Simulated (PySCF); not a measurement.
**Excitation energy of Tl²⁺ by level of theory**

Tl²⁺ [Xe] 4f14 5d10 6s1 (2S) → Tl²⁺ [Xe] 4f14 5d10 6p1 (2P), as a difference of total energies. Calculation: PySCF 2.14, in x2c-QZVPPall; scalar relativity by spin-free X2C-1e. Correlated levels: valence and next inner shell: [Kr] 4d10 4f14 frozen. The calculations carry no spin-orbit coupling.

```tsv
method	excitation energy (eV)
UHF	8.730
LDA	9.419
PBE	9.249
PBE0	9.190
r2SCAN	9.321
MP2 (valence and next inner shell)	9.383
SCS-MP2 (valence and next inner shell)	9.287
```

**Question.** How much does correlation contribute at MP2 (valence and next inner shell)?

**Answer.** 9.383 − (8.730) = 0.653 eV, measured against UHF.

A first-order spin-orbit estimate (lowest level to lowest level, LS coupling) adds -0.940 eV.

The basis was made for the ground configuration and has no added diffuse functions, so the excitation energy can come out too high.
